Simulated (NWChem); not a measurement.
System: BSiH$_{4}$O$_{2}$Cl; SMILES OB(O)[SiH2]Cl

Input file for NWChem:

```
start job
memory heap 200 mb stack 900 mb global 1100 mb
geometry units angstroms noautosym nocenter noautoz
  Si    -0.939411     0.396780    -0.000514
  Cl     0.564438     1.885663    -0.003176
  B      0.136150    -1.349185     0.000685
  O     -0.382809    -2.615546     0.008373
  O      1.493313    -1.237070    -0.007258
  H     -1.806221     0.622274    -1.211374
  H     -1.806345     0.625462     1.209637
  H     -1.353538    -2.637480     0.014017
  H      1.765829    -0.296413    -0.010957
end
basis spherical
  * library 6-31g*
end
dft
  xc b3lyp
  iterations 150
end
property
  response 1 0.0773
end
task dft property
```

NWChem printed, in part:

```
             Northwest Computational Chemistry Package (NWChem) 7.3.0
             --------------------------------------------------------

                             Geometry "geometry" -> ""
                             -------------------------

 Output coordinates in angstroms (scale by  1.889725989 to convert to a.u.)

  No.       Tag          Charge          X              Y              Z
 ---- ---------------- ---------- -------------- -------------- --------------
    1 Si                  14.0000    -0.93941100     0.39678000    -0.00051400
    2 Cl                  17.0000     0.56443800     1.88566300    -0.00317600
    3 B                    5.0000     0.13615000    -1.34918500     0.00068500
    4 O                    8.0000    -0.38280900    -2.61554600     0.00837300
    5 O                    8.0000     1.49331300    -1.23707000    -0.00725800
    6 H                    1.0000    -1.80622100     0.62227400    -1.21137400
    7 H                    1.0000    -1.80634500     0.62546200     1.20963700
    8 H                    1.0000    -1.35353800    -2.63748000     0.01401700
    9 H                    1.0000     1.76582900    -0.29641300    -0.01095700

 Effective nuclear repulsion energy (a.u.)     261.8227798367

                              NWChem Property Module
                              ----------------------

                                 NWChem DFT Module
                                 -----------------

 Summary of "ao basis" -> "ao basis" (spherical)
 ------------------------------------------------------------------------------
       Tag                 Description            Shells   Functions and Types
 ---------------- ------------------------------  ------  ---------------------
 Si                          6-31g*                  8       18   4s3p1d
 Cl                          6-31g*                  8       18   4s3p1d
 B                           6-31g*                  6       14   3s2p1d
 O                           6-31g*                  6       14   3s2p1d
 H                           6-31g*                  2        2   2s

            General Information
            -------------------
          SCF calculation type: DFT
          Wavefunction type:  closed shell.
          No. of atoms     :     9
          No. of electrons :    56
           Alpha electrons :    28
            Beta electrons :    28
          Charge           :     0
          Spin multiplicity:     1
          Use of symmetry is: off; symmetry adaption is: off
          Maximum number of iterations: 150
          AO basis - number of functions:    86
                     number of shells:    42
          Convergence on energy requested:  1.00D-06
          Convergence on density requested:  1.00D-05
          Convergence on gradient requested:  5.00D-04

              XC Information
              --------------
                         B3LYP Method XC Potential
                     Hartree-Fock (Exact) Exchange  0.200
                        Slater Exchange Functional  0.800 local
                    Becke 1988 Exchange Functional  0.720 non-local
              Lee-Yang-Parr Correlation Functional  0.810
                  VWN I RPA Correlation Functional  0.190 local

             Grid Information
             ----------------
          Grid used for XC integration:  medium
          Radial quadrature: Mura-Knowles
          Angular quadrature: Lebedev.
          Tag              B.-S. Rad. Rad. Pts. Rad. Cut. Ang. Pts.
          ---              ---------- --------- --------- ---------
          Si                  1.10       88           9.0       590
          Cl                  1.00       88          12.0       590
          B                   0.85       49          10.0       434
          O                   0.60       49          11.0       434
          H                   0.35       45          12.0       434
          Grid pruning is: on
          Number of quadrature shells:   503
          Spatial weights used:  Erf1

      Superposition of Atomic Density Guess
      -------------------------------------

 Sum of atomic energies:        -924.29561335

      Non-variational initial energy
      ------------------------------

 Total energy =    -925.896439
 1-e energy   =   -1797.531700
 2-e energy   =     609.812481
 HOMO         =      -0.314837
 LUMO         =       0.030628

   convergence    iter        energy       DeltaE   RMS-Dens  Diis-err
 ---------------- ----- ----------------- --------- --------- ---------
 d= 0,ls=0.0,diis     1   -927.4038376882 -1.19D+03  1.65D-02  9.60D-01
 d= 0,ls=0.0,diis     2   -927.3237359753  8.01D-02  9.36D-03  1.89D+00
 d= 0,ls=0.0,diis     3   -927.5177652024 -1.94D-01  1.38D-03  4.01D-02
 d= 0,ls=0.0,diis     4   -927.5209180930 -3.15D-03  7.31D-04  4.56D-03
 d= 0,ls=0.0,diis     5   -927.5214619244 -5.44D-04  1.69D-04  5.64D-04
  Resetting Diis
 d= 0,ls=0.0,diis     6   -927.5215167626 -5.48D-05  5.83D-05  5.00D-05
 d= 0,ls=0.0,diis     7   -927.5215218670 -5.10D-06  3.20D-05  2.51D-06
 d= 0,ls=0.0,diis     8   -927.5215215963  2.71D-07  1.73D-05  5.13D-06
 d= 0,ls=0.0,diis     9   -927.5215221760 -5.80D-07  2.57D-06  9.88D-08

         Total DFT energy =     -927.521522175982
      One electron energy =    -1801.024495764873
           Coulomb energy =      683.735293552006
    Exchange-Corr. energy =      -72.055099799821
 Nuclear repulsion energy =      261.822779836706

 Numeric. integr. density =       56.000005704158

                       DFT Final Molecular Orbital Analysis
                       ------------------------------------

 Vector   26  Occ=2.000000D+00  E=-3.291151D-01
              MO Center=  5.5D-01, -1.6D+00, -4.9D-04, r^2= 2.9D+00
   Bfn.  Coefficient  Atom+Function         Bfn.  Coefficient  Atom+Function
  ----- ------------  ---------------      ----- ------------  ---------------
    69     -0.459091  5 O  pz                55      0.422519  4 O  pz
    73     -0.347635  5 O  pz                59      0.320674  4 O  pz
    27     -0.164113  2 Cl pz                31     -0.102234  2 Cl pz
    80     -0.076584  6 H  s                 82      0.076491  7 H  s
    23      0.064976  2 Cl pz                 9      0.056193  1 Si pz

 Vector   27  Occ=2.000000D+00  E=-3.207294D-01
              MO Center=  2.4D-02,  1.2D+00, -1.8D-03, r^2= 3.7D+00
   Bfn.  Coefficient  Atom+Function         Bfn.  Coefficient  Atom+Function
  ----- ------------  ---------------      ----- ------------  ---------------
    27      0.611330  2 Cl pz                31      0.344604  2 Cl pz
    23     -0.238966  2 Cl pz                80      0.190746  6 H  s
    82     -0.191112  7 H  s                  9     -0.156988  1 Si pz
    55      0.146610  4 O  pz                79      0.132961  6 H  s
    81     -0.133219  7 H  s                 69     -0.127636  5 O  pz

 Vector   28  Occ=2.000000D+00  E=-2.907250D-01
              MO Center= -1.3D-01, -4.0D-01, -4.0D-04, r^2= 4.0D+00
   Bfn.  Coefficient  Atom+Function         Bfn.  Coefficient  Atom+Function
  ----- ------------  ---------------      ----- ------------  ---------------
     8      0.304273  1 Si py                26     -0.278373  2 Cl py
    54      0.247972  4 O  py                40     -0.231254  3 B  py
    67     -0.216458  5 O  px                 7     -0.212193  1 Si px
    30     -0.186872  2 Cl py                58      0.184942  4 O  py
    42     -0.178921  3 B  s                 39      0.170937  3 B  px

 Vector   29  Occ=0.000000D+00  E=-2.972161D-02
              MO Center= -1.1D+00,  5.1D-02,  2.4D-03, r^2= 4.6D+00
   Bfn.  Coefficient  Atom+Function         Bfn.  Coefficient  Atom+Function
  ----- ------------  ---------------      ----- ------------  ---------------
    12      0.788642  1 Si py                11      0.695440  1 Si px
    28     -0.655527  2 Cl s                 29      0.362337  2 Cl px
    30      0.328505  2 Cl py                 8      0.298603  1 Si py
    84     -0.294998  8 H  s                  7      0.266334  1 Si px
     6      0.221921  1 Si s                 42      0.222269  3 B  s

 Vector   30  Occ=0.000000D+00  E=-1.585664D-02
              MO Center= -2.2D-01, -7.1D-01, -8.4D-04, r^2= 3.4D+00
   Bfn.  Coefficient  Atom+Function         Bfn.  Coefficient  Atom+Function
  ----- ------------  ---------------      ----- ------------  ---------------
    13      0.638971  1 Si pz                80      0.529316  6 H  s
    82     -0.531475  7 H  s                 41      0.370740  3 B  pz
    45      0.370935  3 B  pz                 9      0.251599  1 Si pz
    73     -0.246202  5 O  pz                69     -0.236313  5 O  pz
    59     -0.231675  4 O  pz                55     -0.217668  4 O  pz

 Vector   31  Occ=0.000000D+00  E= 5.427852D-02
              MO Center= -5.0D-01, -8.0D-01,  2.0D-03, r^2= 6.3D+00
   Bfn.  Coefficient  Atom+Function         Bfn.  Coefficient  Atom+Function
  ----- ------------  ---------------      ----- ------------  ---------------
    10      1.241980  1 Si s                 42     -0.987873  3 B  s
    11      0.969741  1 Si px                84      0.783510  8 H  s
    12     -0.627811  1 Si py                56     -0.581156  4 O  s
    44     -0.577825  3 B  py                70     -0.381757  5 O  s
    86      0.372340  9 H  s                 28     -0.368254  2 Cl s

     Multipole analysis of the density
     ---------------------------------

     L   x y z        total         alpha         beta         nuclear
     -   - - -        -----         -----         ----         -------
     0   0 0 0     -0.000000    -28.000000    -28.000000     56.000000

     1   1 0 0     -0.987767     -3.147247     -3.147247      5.306727
     1   0 1 0     -0.107757      1.497415      1.497415     -3.102588
     1   0 0 1      0.003030      0.046415      0.046415     -0.089800

     2   2 0 0    -30.079195   -101.372517   -101.372517    172.665838
     2   1 1 0      4.775674     -8.291595     -8.291595     21.358863
     2   1 0 1     -0.025664      0.292373      0.292373     -0.610409
     2   0 2 0    -37.780476   -280.554404   -280.554404    523.328332
     2   0 1 1     -0.018390      0.425767      0.425767     -0.869925
     2   0 0 2    -32.670533    -21.570670    -21.570670     10.470807

 *** CALLING NEW AORESP DRIVER FOR CLOSED AND OPEN SHELLS ***
 Entering AOResponse driver routine

--------------------------------------------------------------------------------

          -----------------------------------------------
          Solving response equations for perturbing field
          -----------------------------------------------

 number of frequencies:     1
 frequency in a.u.:  0.7730000E-01
 Perturbing field: electric
 Using El. Dipole Length Gauge

 Setting up CPKS with frequency omega =      0.07730000 a.u.

                            NWChem Dynamic CPHF Module
                            --------------------------

    scftype = RHF
    nclosed =   28
      nopen =    0
  variables =     3248
  num. vecs =        3
  tolerance =   1.0D-04
  max. iter =   50

 SCF residual:    6.9914202487727589E-005

Iterative solution of linear equations
  No. of variables     3248
  No. of equations        3
  Maximum subspace       30
       Convergence  1.0D-04

   iter   nsub   residual    time
   ----  ------  --------  ---------
     1      3    3.22D+00      36.8
     2      6    1.97D+00      53.3
     3      9    4.65D-01      70.3
     4     12    5.93D-02      86.9
     5     15    9.43D-03     102.6
     6     18    3.12D-03     117.8
     7     21    5.15D-04     133.1
     8     24    7.45D-05     149.0

 Electric Dipole Response Matrix (nonzero elements):

              1        2        3
    1   57.1714   4.8703  -0.0835
    2    4.8703  59.4040  -0.0599
    3   -0.0835  -0.0599  37.0675

 ------------------------------------------
 average:        51.21429 + I       0.00000

 DFT Linear Response polarizability / au
 Frequency  =       0.0773000 / au
 Wavelength =     589.4353558 / nm
              X              Y              Z
 -----------------------------------------------
 X      57.1713773      4.8703339     -0.0834540
 Y       4.8703060     59.4039792     -0.0598785
 Z      -0.0834594     -0.0598853     37.0675176
 -----------------------------------------------
 Eigenvalues =      53.2910996     63.2846777     37.0670968
 Isotropic   =      51.2142914
 Anisotropic =      22.9178033
 -----------------------------------------------

 Magnetic Dipole Response Matrix (nonzero elements):
```

Level: B3LYP/6-31G* (spherical d). Coordinates come from a PBE-D3(BJ)/def2-SVP optimisation.
